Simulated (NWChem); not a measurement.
Program: NWChem. System: C$_{3}$H$_{2}$F$_{4}$, charge 0, spin multiplicity 1, displaced from the optimised geometry. Level: B3LYP/def2-SVP, VWN1-RPA local correlation.

NWChem printed:

```
             Northwest Computational Chemistry Package (NWChem) 7.3.0
             --------------------------------------------------------

                                NWChem Input Module
                                -------------------

 Scaling coordinates for geometry "geometry" by  1.889725989
 (inverse scale =  0.529177249)

                             Geometry "geometry" -> ""
                             -------------------------

 Output coordinates in angstroms (scale by  1.889725989 to convert to a.u.)

  No.       Tag          Charge          X              Y              Z
 ---- ---------------- ---------- -------------- -------------- --------------
    1 F                    9.0000     2.90948600    -0.03473400     0.07024700
    2 C                    6.0000     1.62027400     0.31961700    -0.14232400
    3 C                    6.0000     0.58402400    -0.46039000     0.25842000
    4 C                    6.0000    -0.86656300    -0.06240500     0.01815100
    5 F                    9.0000    -1.51780900    -0.99324100    -0.75148400
    6 F                    9.0000    -1.55949600     0.02959100     1.19883300
    7 F                    9.0000    -0.97612300     1.14847000    -0.61961200
    8 H                    1.0000     1.51279500     1.29720100    -0.66858800
    9 H                    1.0000     0.75627700    -1.42890300     0.78124000

 Effective nuclear repulsion energy (a.u.)     311.7591816382

            Nuclear Dipole moment (a.u.)
            ----------------------------
        X                 Y               Z
 ---------------- ---------------- ----------------
     0.0000075589     0.0000075589    -0.0000188973


 Summary of "ao basis" -> "" (spherical)
 ------------------------------------------------------------------------------
       Tag                 Description            Shells   Functions and Types
 ---------------- ------------------------------  ------  ---------------------
 *                          def2-svp                  on all atoms

                                 NWChem DFT Module
                                 -----------------

 Summary of "ao basis" -> "ao basis" (spherical)
 ------------------------------------------------------------------------------
       Tag                 Description            Shells   Functions and Types
 ---------------- ------------------------------  ------  ---------------------
 F                          def2-svp                 6       14   3s2p1d
[...]
     2   0 2 0    -26.462536    -60.370892    -60.370892     94.279249
     2   0 1 1     -1.213173      3.619200      3.619200     -8.451573
     2   0 0 2    -28.102323    -55.294431    -55.294431     82.486538

            General Information
            -------------------
          SCF calculation type: DFT
          Wavefunction type:  closed shell.
          No. of atoms     :     9
          No. of electrons :    56
           Alpha electrons :    28
            Beta electrons :    28
          Charge           :     0
          Spin multiplicity:     1
          Use of symmetry is: off; symmetry adaption is: off
          Maximum number of iterations: 100
          AO basis - number of functions:   108
                     number of shells:    48
          Convergence on energy requested:  1.00D-06
          Convergence on density requested:  1.00D-05
          Convergence on gradient requested:  5.00D-04

              XC Information
              --------------
                         B3LYP Method XC Potential
                     Hartree-Fock (Exact) Exchange  0.200
                        Slater Exchange Functional  0.800 local
                    Becke 1988 Exchange Functional  0.720 non-local
              Lee-Yang-Parr Correlation Functional  0.810
                  VWN I RPA Correlation Functional  0.190 local

             Grid Information
             ----------------
          Grid used for XC integration:  fine
          Radial quadrature: Mura-Knowles
          Angular quadrature: Lebedev.
          Tag              B.-S. Rad. Rad. Pts. Rad. Cut. Ang. Pts.
          ---              ---------- --------- --------- ---------
          F                   0.50       70          10.0       590
          C                   0.70       70           9.0       590
          H                   0.35       60          10.0       590
          Grid pruning is: on
          Number of quadrature shells:   610
          Spatial weights used:  Erf1

          Convergence Information
          -----------------------
          Convergence aids based upon iterative change in
          total energy or number of iterations.
          Levelshifting, if invoked, occurs when the
          HOMO/LUMO gap drops below (HL_TOL):  1.00D-02
          DIIS, if invoked, will attempt to extrapolate
          using up to (NFOCK): 10 stored Fock matrices.

                    Damping( 0%)  Levelshifting(0.5)       DIIS
                  --------------- ------------------- ---------------
          dE  on:    start            ASAP                start
          dE off:    2 iters        100 iters           100 iters

      Screening Tolerance Information
      -------------------------------
          Density screening/tol_rho:  1.00D-10
          AO Gaussian exp screening on grid/accAOfunc:  14
          CD Gaussian exp screening on grid/accCDfunc:  20
          XC Gaussian exp screening on grid/accXCfunc:  20
          Schwarz screening/accCoul:  1.00D-08

                            NWChem DFT Gradient Module
                            --------------------------

  charge          =   0.00
  wavefunction    = closed shell

                         DFT ENERGY GRADIENTS

    atom               coordinates                        gradient
                 x          y          z           x          y          z
   1 F       5.498131  -0.065638   0.132748    0.022843  -0.005263   0.003219
   2 C       3.061874   0.603989  -0.268953    0.005946   0.008898  -0.004706
   3 C       1.103645  -0.870011   0.488343   -0.008271  -0.008849   0.004621
   4 C      -1.637567  -0.117928   0.034300    0.004481  -0.001387   0.000822
   5 F      -2.868243  -1.876953  -1.420099   -0.011466  -0.017438  -0.014385
   6 F      -2.947020   0.055919   2.265466   -0.012269   0.001682   0.022132
   7 F      -1.844605   2.170294  -1.170897   -0.001743   0.021979  -0.011547
   8 H       2.858768   2.451354  -1.263448   -0.002009   0.012799  -0.006902
   9 H       1.429156  -2.700235   1.476330    0.002486  -0.012420   0.006746

                 ----------------------------------------
                 |  Time  |  1-e(secs)   |  2-e(secs)   |
                 ----------------------------------------
                 |  CPU   |       0.01   |       1.49   |
                 ----------------------------------------
                 |  WALL  |       0.01   |       1.49   |
                 ----------------------------------------

 Task  times  cpu:        8.7s     wall:        8.7s

 Total times  cpu:        8.7s     wall:        8.7s
```

### Question
Write an NWChem input that would produce this output.

### Answer
One answer among several that fit: 
```
start mol
memory heap 200 mb stack 900 mb global 1100 mb
geometry units angstroms nocenter noautoz noautosym
  F      2.909486    -0.034734     0.070247
  C      1.620274     0.319617    -0.142324
  C      0.584024    -0.460390     0.258420
  C     -0.866563    -0.062405     0.018151
  F     -1.517809    -0.993241    -0.751484
  F     -1.559496     0.029591     1.198833
  F     -0.976123     1.148470    -0.619612
  H      1.512795     1.297201    -0.668588
  H      0.756277    -1.428903     0.781240
end
basis spherical
  * library def2-svp
end
dft
  xc b3lyp
  semidirect memsize 60000000 filesize 0
  iterations 100
  grid fine
end
task dft gradient
```
